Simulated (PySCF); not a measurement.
**Polarisability and C₆ of P⁺ (phosphorus, charge +1)**

[Ne] 3s1 3p3, high-spin 5S determinant (an excited configuration). All numbers are calculated (PySCF 2.14, the spin-free X2C one-electron Hamiltonian (Gaussian nucleus), in aug-cc-pCVTZ-DK with one added diffuse shell each of s, p, d, f type (9s8p6d4f, 91 functions)). Coupled (time-dependent) response in atomic units; α is the mean over directions.

```
method  mean α (bohr³)  C₆ (like pair)  S(−4)
   UHF           12.86           63.11  52.51
   PBE           13.37           66.12  59.10
  PBE0           13.11           64.52  56.07
```

S(−4) is the Cauchy moment in α(ω) = α(0) + S(−4) ω² + …

α(iu) at PBE0:

```tsv
u (hartree)	α(iu) (bohr³)
0	13.11
0.0500	12.97
0.100	12.58
0.200	11.22
0.300	9.526
0.500	6.491
0.750	4.068
1.00	2.714
1.50	1.440
2.00	0.9015
3.00	0.4696
5.00	0.2157
```

A single London oscillator, α(iu) = α/(1 + u²/ω²), gives C₆ = (3/4) ω α². Matching the computed C₆ needs ω = 4 × 64.52 / (3 × 13.11²) = 0.501 hartree.

For an ion, C₆ is the dispersion term alone; charge-induced terms of lower order in 1/R come first.
